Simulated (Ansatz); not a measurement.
Stretching the Pb1–Cl3 bond in ClHPb (SMILES [Cl][PbH]) (multiplicity 1 held, fragments rigid). Energies count from the point at 2.493 Å.
Geometry at that point (charge 0, multiplicity 1):
```xyz
3

Pb    -0.2182    -0.2125     0.2936
H     -1.3777    -0.8869    -0.9989
Cl     1.1333     1.0773    -1.3574
```

Signs of static correlation in def2-SVP, with CASSCF(6,4), from Ansatz (an electronic-structure program) runs.

| R (Å) | T1 of restricted CCSD | ⟨S²⟩ of UHF | largest double amplitude of restricted CCSD | weight of the CASSCF reference in MRCISD | CASSCF natural occupations |
|---|---|---|---|---|---|
| 1.995 | 0.011 | 0.000 | 0.051 | 0.915 | 2.00 2.00 1.99 0.01 |
| 2.244 | 0.013 | 0.000 | 0.067 | 0.915 | 2.00 2.00 1.99 0.01 |
| 2.493 | 0.016 | 0.000 | 0.074 | 0.914 | 2.00 2.00 1.98 0.02 |
| 2.743 | 0.019 | 0.000 | 0.062 | 0.914 | 2.00 2.00 1.97 0.03 |
| 2.992 | 0.023 | 0.000 | 0.072 | 0.914 | 2.00 2.00 1.96 0.04 |
| 3.366 | 0.031 | 0.000 | 0.117 | 0.914 | 2.00 2.00 1.93 0.07 |
| 3.740 | 0.045 | 0.700 | … | 0.914 | 2.00 2.00 1.85 0.15 |
| 4.363 | 0.092 | 0.964 | 0.336 | 0.915 | 2.00 2.00 1.53 0.47 |
| 4.986 | 0.166 | 1.015 | 0.695 | 0.915 | 2.00 2.00 1.24 0.76 |
| 5.734 | 0.240 | 1.015 | … | 0.915 | 2.00 2.00 1.08 0.92 |
| 6.732 | 0.273 | 1.015 | 1.529 | 0.915 | 2.00 2.00 1.02 0.98 |
| 7.978 | 0.263 | 1.015 | 1.526 | 0.915 | 2.00 2.00 1.00 1.00 |

Question: Fill in the missing entries.

Answer: 
- 3.740, largest double amplitude of restricted CCSD: 0.167
- 5.734, largest double amplitude of restricted CCSD: 1.206

Doubts at one or more of the structures used: active orbitals that take no part (SC-NEVPT2 on CASSCF(6,4)/def2-SVP); a restricted determinant that unrestricted orbitals would lower (R-CCSD(T)/def2-SVP); T1 above 0.05 (R-CCSD(T)/def2-SVP, U-CCSD(T)/def2-SVP); other coupled-cluster roots lie near (R-CCSD(T)/def2-SVP, U-CCSD(T)/def2-SVP); a spin-contaminated determinant (U-CCSD(T)/def2-SVP); the program's own flag: other amplitudes (U-CCSD(T)/def2-SVP); the program's own flag: lower state (U-CCSD(T)/def2-SVP).
